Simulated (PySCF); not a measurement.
P: excitation energy

P [Ne] 3s2 3p3 (4S) → P [Ne] 3s1 3p4 (4P), as a difference of total energies. Computed with PySCF 2.14 in aug-cc-pCVTZ-DK with one added diffuse shell each of s, p, d, f type (9s8p6d4f, 91 functions), with scalar relativity by spin-free X2C-1e. Correlated levels: valence: [Ne] frozen; valence and next inner shell: 1s2 frozen; nothing frozen. The calculations carry no spin-orbit coupling.

| method | excitation energy (eV) | error (eV) |
| --- | --- | --- |
| UHF | 7.974 | +0.579 |
| LDA | 8.087 | +0.692 |
| PBE | 7.991 | +0.596 |
| PBE0 | 8.084 | +0.689 |
| r2SCAN | 7.673 | +0.278 |
| LC-wPBE | 8.179 | +0.784 |
| TPSS | 7.934 | +0.539 |
| PW91 | 7.982 | +0.587 |
| M06-L | 8.216 | +0.821 |
| MP2 (valence) | 8.103 | +0.708 |
| SCS-MP2 (valence) | 8.132 | +0.737 |
| MP2 (valence and next inner shell) | 8.206 | +0.811 |
| SCS-MP2 (valence and next inner shell) | 8.206 | +0.811 |
| MP2 (all electrons) | 8.200 | +0.805 |
| SCS-MP2 (all electrons) | 8.202 | +0.807 |

Reference: 7.395 eV (measured; NIST levels, between the centres of gravity of the two terms).

Errors of the correlated levels include the incompleteness of this basis and the frozen core.
